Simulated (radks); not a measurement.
Task: Excited configurations of Cd: one electron is placed in a higher orbital outside [Kr] 4d10 5s1. The ground configuration is [Kr] 4d10 5s2. All-electron calculation, scalar-relativistic Kohn-Sham, PBE, spin-polarised, spherical densities, finite nucleus; open shells are filled with parallel spins first (spin-orbit coupling, left out, can overturn this in heavy ions); Fermi nuclear charge, rms radius 4.6087 fm. Program: a radial shooting solver on a logarithmic mesh with Libxc functionals. Excitation = E - E(ground); binding = E(ion) - E, where the ion is the core of charge +1; n* = 1/sqrt(2 binding) in atomic units, and the quantum defect is n - n*.

| outer orbital | excitation (eV) | binding (eV) | n* | quantum defect | eigenvalue (eV) | <r> (bohr) |
|---|---|---|---|---|---|---|
| 5d | 7.315 | 1.731 | 2.804 | 2.196 | -0.789 | 9.520 |
| 6s | 6.268 | 2.778 | 2.213 | 3.787 | -1.687 | 7.955 |
| 6p | 7.061 | 1.985 | 2.618 | 3.382 | -1.169 | 10.32 |
| 6d | 7.935 | 1.110 | 3.501 | 2.499 | -0.633 | 17.79 |

Estimate the row for 5p.

Result: excitation (eV) 4.045; binding (eV) 5.000; n* 1.650; quantum defect 3.350; eigenvalue (eV) -2.443; <r> (bohr) 4.017. The Delta-SCF ionisation energy is 9.045 eV (NIST Atomic Spectra Database: 8.994 eV, measured). Self-interaction in the functional shifts the binding energies and quantum defects, so they are the method's values and not measured ones.
